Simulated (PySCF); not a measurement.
Species: CH₈GeOSi.
Bonds: C1–Si2, Si2–O3, O3–Ge4. Hydrogens: H5, H6, H7 on C1; H8, H9 on Si2; H10, H11, H12 on Ge4.

Theory: PBE0-D3(BJ)/def2-SVP geometry optimisation, gas phase in PySCF.

Q: Give the optimised bond lengths and angles.

A: 
| bond | length (Å) |
| --- | --- |
| C1–Si2 | 1.872 |
| Si2–O3 | 1.661 |
| O3–Ge4 | 1.775 |
| C1–H5, C1–H6, C1–H7 | 1.101 |
| Si2–H8, Si2–H9 | 1.496 |
| Ge4–H10, Ge4–H11, Ge4–H12 | 1.539 |

Bonds in one row agree within 0.01 Å and their mean is given. A selection of angles:
| angle | degrees |
| --- | --- |
| Si2–C1–H5 | 110.9 |
| Si2–C1–H6 | 110.5 |
| H5–C1–H6 | 108.1 |
| C1–Si2–O3 | 111.4 |
| C1–Si2–H8 | 110.2 |
| O3–Si2–H8 | 107.2 |
| O3–Si2–H9 | 109.9 |
| H8–Si2–H9 | 108.7 |
| Si2–O3–Ge4 | 136.1 |
| O3–Ge4–H10 | 106.0 |
| O3–Ge4–H11 | 108.9 |
| H10–Ge4–H11 | 111.1 |
| H11–Ge4–H12 | 110.3 |

Torsions: C1–Si2–O3–Ge4 65° (synclinal). The mirror-image conformer, all signs reversed, is as good.

Si2 (oxygen-bound silicon) is tetrahedral (angles from 107.2° to 111.4°). Ge4 (germanium bonded to O and 3 H) is distorted tetrahedral (angles from 106.0° to 111.5°).

Point group: C1 (no symmetry element, even within 0.4 Å). Stationary, but not proved a minimum. One conformer, not necessarily the lowest.
